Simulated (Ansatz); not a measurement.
`CN(C)[SiH]([SiH3])Cl` → `[SiH3]Cl` + `CN(C)[SiH]` at 600 K and 1 bar (silylene formation by 1,1-elimination).

Gas-phase electronic energies from Ansatz, PBE0-D4/def2-TZVP geometries. CBS: MP2 limit from def2 TZ/QZ plus the TZ coupled-cluster correction, frozen cores. This one scheme is used for every species. Each species was taken in one conformer, which may not be the lowest.

```tsv
species	CCSD(T)/CBS energy (Eh)	H − E (kJ/mol)	S (J/(mol·K))
`CN(C)[SiH]([SiH3])Cl`	-1174.82266	399.8	554.5
`[SiH3]Cl`	-750.69636	99.4	294.6
`CN(C)[SiH]`	-424.06348	289.9	385.3
```

H − E and S are ideal-gas, rigid-rotor, harmonic terms from PBE0-D4/def2-TZVP, for one conformer and one mirror image of each species. 1 Eh = 2625.50 kJ/mol, R = 8.31446 J/(mol·K).

By hand: ΔE, ΔH, ΔS and ΔG.

ΔE = (-750.69636) + (-424.06348) − (-1174.82266) = 0.06282 Eh = 164.9 kJ/mol. Δ(H − E) = 99.4 + 289.9 − 399.8 = -10.5, so ΔH = 154.4 kJ/mol. ΔS = 294.6 + 385.3 − 554.5 = 125.4 J/(mol·K). ΔG = 154.4 − 600 × (125.4)/1000 = 79.2 kJ/mol.

By hand: the equilibrium constant, and the temperature at which ΔG would vanish if ΔH and ΔS stayed fixed.

log₁₀ K = −ΔG/(RT ln 10) = -6.9. ΔG = 0 at ΔH/ΔS = 1231 K.

The number of gas molecules changes by +1, which sets the sign of ΔS. A doubt of 5 kJ/mol in ΔE shifts log₁₀ K by 0.4 here. Other conformers and mirror images would add mixing entropy, several J/(mol·K) or more a flexible species. Modes under 60 cm⁻¹, often nearly free rotors, make the harmonic entropy too high. These are equilibria of isolated gas molecules and say nothing of rates. Largest T1 diagnostic: 0.015 (customary marks: 0.02 for closed shells, 0.045 for open ones).
